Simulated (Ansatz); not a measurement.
The cluster CoW₂⁻, relaxed as a quintet with UKS B3LYP-D4/def2-TZVPD in Ansatz, starting from the B3LYP-D4/def2-TZVPD geometry of the charge -1 singlet. Force threshold 0.02 eV/Å.

In the def2 sets W takes a core potential; there is no spin–orbit coupling. The charge -1 quintet is spin-contaminated (final ⟨S²⟩ up to 6.93, 6.00 for a pure state). The highest occupied level of the charge -1 quintet lies above zero (up to 0.12 eV). It is a level of α spin, whose loss leaves a quartet; that state wasn't run at this geometry and level. The electron is either unbound and held by the finite basis, or the level is raised by self-interaction error. The relaxation made no stability test and no search for a lower SCF solution. The structure comes from a short search, and lower isomers may exist.

Start:

```xyz
3

Co    0.060   -0.591    1.226
W    -0.951    0.785   -0.333
W     0.891   -0.194   -0.893
```

```tsv
step	energy (eV)	largest force component (eV/Å)	SCF passes
1	-41277.5252	2.689	141
2	-41277.9000	0.990	54
3	-41277.9819	0.089	54
4	-41277.9829	0.019	48
5	-41277.9829	0.001	56
```

Force components are those of the run's own axes.

End:

```xyz
3

Co    0.050   -0.672    1.420
W    -0.935    0.811   -0.414
W     0.886   -0.139   -1.006
```

By distances, no bond broke or formed. The bond that changes most is Co1–W3, from 2.31 to 2.62 Å (atoms count from 1).

The force fell under the threshold at step 4, but the optimiser went on. No frequencies were taken in this run, so the end may be a saddle point.

It took 20 s on 4 threads of Arm Neoverse V2 on a shared host.
